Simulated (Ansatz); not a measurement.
Cost and result up the ladder for Si3Ge3 (the lowest singlet isomer of a short search) (6 atoms). Charge 0, multiplicity 1. Geometry: PBE0-D4/def2-SVP.

| atom | x (Å) | y (Å) | z (Å) |
| --- | --- | --- | --- |
| Si1 | 1.9000 | -0.0843 | -0.2086 |
| Si2 | 0.1260 | -0.2289 | -1.8976 |
| Si3 | -0.0459 | 1.3398 | -0.0682 |
| Ge4 | -0.1790 | -1.4227 | 0.3044 |
| Ge5 | -2.1160 | 0.1026 | -0.2122 |
| Ge6 | 0.3149 | 0.2936 | 2.0822 |

Ansatz on 4 threads of Arm Neoverse V2 on a shared host. Times are rough, and most runs start from the orbitals of an earlier one. No level here is sound enough to serve as a yardstick. Binding counts from free atoms at the same level (Si triplet, Ge triplet; other spins of the atoms weren't run), without zero-point energy or a counterpoise term.

The 6-31G sets use Cartesian d functions. B3LYP takes the VWN-RPA correlation. Correlated methods freeze 42 core orbitals; core or outer-core shells of Ge are correlated, in sets that lack core-valence functions. The rows differ in basis, and correlated rows in double-zeta sets carry the largest basis error. The structure comes from a short search, and lower isomers may exist.

Run but left out: HF/STO-3G, HF/6-31G, BHLYP-D4/def2-TZVP (restricted singlet, unstable in another Hartree–Fock run and untested here).

Correlated methods converge slowly with the basis, most of all in double-zeta sets.

```json
{"level": "PBE-D4/def2-SVP", "functions": "150", "wall time": "2.4 s", "binding energy per atom (eV)": "3.42", "remarks": "restricted SCF unstable in HF"}
{"level": "B3LYP-D4/6-31G", "functions": "126", "wall time": "3.1 s", "binding energy per atom (eV)": "2.63", "remarks": "restricted SCF unstable in HF"}
{"level": "PBE0-D4/def2-SVP", "functions": "150", "wall time": "4.5 s", "binding energy per atom (eV)": "3.26", "remarks": "restricted SCF unstable in HF"}
{"level": "BLYP-D4/def2-TZVP", "functions": "255", "wall time": "5 s", "binding energy per atom (eV)": "3.18", "remarks": "restricted SCF unstable in HF"}
{"level": "PBE-D4/def2-TZVP (with forces)", "functions": "255", "wall time": "6 s", "binding energy per atom (eV)": "3.46", "remarks": "–"}
{"level": "PBE-D4/def2-TZVPD", "functions": "291", "wall time": "7.5 s", "binding energy per atom (eV)": "3.47", "remarks": "restricted SCF unstable in HF"}
{"level": "B3LYP-D4/def2-TZVP", "functions": "255", "wall time": "11 s", "binding energy per atom (eV)": "3.13", "remarks": "restricted SCF unstable in HF"}
{"level": "PBE0-D4/def2-TZVP", "functions": "255", "wall time": "13 s", "binding energy per atom (eV)": "3.32", "remarks": "restricted SCF unstable in HF"}
{"level": "RPA@PBE/def2-TZVP", "functions": "255", "wall time": "13 s", "binding energy per atom (eV)": "2.88", "remarks": "–"}
{"level": "r2SCAN-D4/def2-TZVP", "functions": "255", "wall time": "13 s", "binding energy per atom (eV)": "3.35", "remarks": "restricted SCF unstable in HF"}
{"level": "MP2/def2-TZVP", "functions": "255", "wall time": "13 s", "binding energy per atom (eV)": "3.47", "remarks": "restricted SCF unstable"}
{"level": "PBE0-D4/def2-TZVPD", "functions": "291", "wall time": "16 s", "binding energy per atom (eV)": "3.32", "remarks": "restricted SCF unstable in HF"}
{"level": "B3LYP-D4/def2-TZVPD", "functions": "291", "wall time": "18 s", "binding energy per atom (eV)": "3.13", "remarks": "restricted SCF unstable in HF"}
{"level": "CCSD(T)/def2-SVP", "functions": "150", "wall time": "30 s", "binding energy per atom (eV)": "2.83", "remarks": "restricted SCF unstable"}
```
